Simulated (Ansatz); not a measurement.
CHF2 (SMILES F[CH]F) moved off its minimum; all values from Ansatz (a quantum-chemistry and plane-wave program), cores frozen in correlated methods. Open shells are unrestricted.
(charge 0, multiplicity 2)
```xyz
4

F     -0.9882    -0.1926     0.0246
C     -0.0310     0.3935     0.2220
F      1.0098    -0.3459    -0.1959
H     -0.0072     1.3348    -0.0425
```

```csv
level,largest force (eV/Å),on atom,rms difference from CCSD(T)/cc-pVTZ (eV/Å),dipole (D)
HF/def2-TZVPP,14.05,F1,0.523,1.71
PBE/def2-TZVPP,15.30,F1,0.266,1.38
r2SCAN/def2-TZVPP,14.86,F1,0.201,1.45
B3LYP/def2-TZVPP,14.85,F1,0.207,1.48
wB97M-V/def2-TZVPP,14.85,F1,0.158,1.47
MP2/cc-pVTZ,15.08,F1,0.050,1.49
CCSD(T)/cc-pVTZ,15.21,F1,0.000,1.48
```

The differences count from one level among others, with limits of its own. Forces at CCSD(T)/cc-pVTZ (eV/Å):

| atom | Fx | Fy | Fz |
|---|---|---|---|
| F1 | -13.189 | -7.246 | -2.190 |
| C2 | 11.310 | 1.952 | 3.822 |
| F3 | 1.327 | 0.202 | -0.151 |
| H4 | 0.551 | 5.092 | -1.482 |
